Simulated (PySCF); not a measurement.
C2H9NOSi2, SMILES CN1C[Si@@H](O)[SiH2]1. Coordinates come from a PBE-D3(BJ)/def2-SVP optimisation. The structure was generated by enumeration; whether it is a known compound was not checked. The values are those of a single conformer.

Computed equilibrium geometry at PBE-D3(BJ)/def2-SVP (PySCF confirms it by a frequency run) as a Z-matrix (one conformer of several):
```
N
C 1 1.4442
H 2 1.1091 1 110.54
H 2 1.1154 3 107.52 1 121.51
H 2 1.1181 3 107.64 4 114.94
C 1 1.4707 2 118.46 3 175.06
H 6 1.1175 1 111.92 2 -54.52
H 6 1.1193 7 107.04 1 -125.38
Si 1 1.7693 2 130.77 3 -18.80
H 9 1.5122 1 113.07 2 57.68
H 9 1.5174 10 105.72 1 129.01
Si 6 1.9291 7 115.24 8 -126.34
O 12 1.6867 6 117.32 7 112.45
H 13 0.9721 12 114.83 6 -112.33
H 12 1.5109 13 109.36 14 16.52
```
Charge 0, spin multiplicity 1.
